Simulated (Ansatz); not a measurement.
Correlation energies of CH3F3SSi, SMILES `FC(F)(F)S[SiH3]` by basis set

```tsv
atom	x (Å)	y (Å)	z (Å)
F1	-1.585	0.764	0.833
C2	-0.482	1.374	0.390
F3	0.408	1.334	1.384
F4	-0.784	2.649	0.164
S5	0.149	0.653	-1.144
Si6	0.505	-1.364	-0.482
H7	1.494	-1.391	0.621
H8	1.052	-2.002	-1.703
H9	-0.757	-2.017	-0.063
```

Total charge 0; spin multiplicity 1. The geometry is a stationary point of PBE0-D4/def2-TZVP. Frozen core, restricted reference, Ansatz. CBS rows extrapolate triple and quadruple zeta; past MP2 they add the triple-zeta difference.

```tsv
basis	HF (Eh)	MP2 corr.
def2-SVP	-1023.92058	-0.90934
def2-TZVPP	-1024.58620	-1.19927
def2-QZVPP	-1024.62093	-1.30830
```

Estimate the CCSD correlation energy and the (T) correction in each basis where they were run (hartree).


```csv
basis,CCSD corr.,(T)
def2-SVP,-0.95199,-0.02175
def2-TZVPP,-1.23554,-0.04389
CBS(def2),-1.42533,as TZ
```
